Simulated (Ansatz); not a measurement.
Isolated molecules relaxed with PBE0-D4/def2-TZVP in Ansatz; ΔE leaves out vibrations. CBS: MP2 limit from def2 TZ/QZ plus the TZ coupled-cluster correction, frozen cores. This one scheme is used for every species. Functionals use def2-TZVPP. B3LYP here is the variant with VWN-RPA as its local correlation; programs differ in this. HSE06 is defined as in plane-wave codes. def2 core potentials past Kr. For Hf outer-core shells are correlated without core-valence functions, which leaves a few kJ/mol of doubt a bond. One conformer a species, not always the lowest.

Consider the ligand exchange at the Hf–C bond: `[CH3][Hf]([OH])([OH])[OH]` + HCl → `[OH][Hf]([OH])([OH])[Cl]` + CH₄.

`[CH3][Hf]([OH])([OH])[OH]`:

Z-matrix (Å, degrees):
```
C
Hf 1 2.232
H 1 1.096 2 111.4
H 1 1.096 2 111.4 3 120.0
H 1 1.096 2 111.4 3 -120.0
O 2 1.928 1 105.4 3 -59.9
O 2 1.928 1 105.4 3 -179.9
O 2 1.928 1 105.4 3 60.1
H 6 0.951 2 160.6 1 -124.9
H 7 0.951 2 160.6 1 -125.0
H 8 0.951 2 160.6 1 -125.1
```

HCl:

Cartesian coordinates in Å:
```
Cl -0.521 -0.292 0.230
H 0.521 0.292 -0.230
```

`[OH][Hf]([OH])([OH])[Cl]`:

Cartesian coordinates in Å:
```
O 1.640 -0.031 0.826
Hf 0.088 -0.099 -0.295
O -1.185 -1.338 0.424
O -0.698 1.643 -0.429
Cl 0.733 -0.825 -2.466
H 2.340 0.327 1.363
H -1.562 -2.006 0.985
H -1.355 2.331 -0.407
```

CH₄:

```xyz
5

C     0.000    0.000    0.000
H    -0.421    0.109   -0.999
H    -0.734    0.319    0.740
H     0.895    0.616    0.086
H     0.260   -1.044    0.173
```

```tsv
level	ΔE (kJ/mol)	difference from CCSD(T)/CBS
LDA (SPW92)	-205.6	5.3
PBE-D4	-209.0	1.9
revPBE-D4	-209.4	1.5
BLYP-D4	-212.5	-1.6
r2SCAN-D4	-219.9	-9.0
B97M-V	-222.8	-11.9
PBE0-D4	-214.4	-3.5
B3LYP-D4	-216.8	-5.9
r2SCANh-D4	-220.4	-9.5
r2SCAN0-D4	-221.3	-10.4
HSE06-D4	-214.4	-3.5
BHLYP-D4	-224.4	-13.5
CAM-B3LYP-D4	-217.7	-6.8
ωB97X-V	-216.7	-5.8
ωB97M-V	-214.1	-3.2
B2PLYP	-218.6	-7.7
PBE-QIDH	-219.0	-8.1
revPBE	-210.2	0.7
BLYP	-213.3	-2.4
r2SCAN	-220.2	-9.3
PBE0	-214.8	-3.9
r2SCANh	-220.7	-9.8
r2SCAN0	-221.6	-10.7
HSE06	-214.8	-3.9
BHLYP	-224.5	-13.6
CAM-B3LYP	-218.1	-7.2
RPA@PBE/def2-TZVPP	-204.1	6.8
HF/def2-SVP	-242.5	-31.6
MP2/def2-SVP	-223.6	-12.7
CCSD(T)/def2-SVP	-219.5	-8.6
HF/def2-TZVPP	-235.2	-24.3
MP2/def2-TZVPP	-216.2	-5.3
SCS-MP2/def2-TZVPP	-216.3	-5.4
CCSD/def2-TZVPP	-211.9	-1.0
CCSD(T)/def2-TZVPP	-211.0	-0.1
HF/def2-QZVPP	-234.5	-23.6
MP2/def2-QZVPP	-216.0	-5.1
SCS-MP2/def2-QZVPP	-216.3	-5.4
HF/CBS(def2)	-234.4	-23.5
MP2/CBS(def2)	-216.2	-5.3
CCSD(T)/CBS	-210.9	0
```

Largest T1 diagnostic among the species: 0.015.

From PBE to PBE0 (25 % exact exchange), in def2-TZVPP and without D4, ΔE moves by −5.3 kJ/mol. Leaving LDA and LC-ωPBE aside and taking each functional with its dispersion term where it has one, the values spread over 15.4 kJ/mol, from BHLYP-D4 to PBE-D4. LDA lies +4.0 kJ/mol from PBE without D4. In def2-TZVPP, CCSD(T) changes the Hartree–Fock value by +24.2 kJ/mol (the triples alone add +0.9 kJ/mol) and MP2 by +18.9 kJ/mol.
